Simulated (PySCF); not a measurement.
CdI, SMILES [I][Cd+], charge +1. Atoms are numbered in the order given.

```xyz
2

Cd     0.0000     0.0000    -1.3603
I      0.0000     0.0000     1.2320
```
Charge +1, spin multiplicity 1.

The structure is a stationary point at B3LYP-D3(BJ)/def2-TZVP. The spin state was assumed, not searched. The def2 effective core potentials stand for the cores of Cd, I; spin–orbit coupling is left out.

Calculation: B3LYP-D3(BJ)/def2-TZVP in PySCF 2.14.0.

Frequencies are harmonic and unscaled.

Computed vibrational spectrum:
| mode | ν (cm⁻¹) | IR (km/mol) | moving atoms (share of kinetic energy) |
|---|---|---|---|
| 1 | 203 | 1.8 | Cd 53 %, I 47 % |
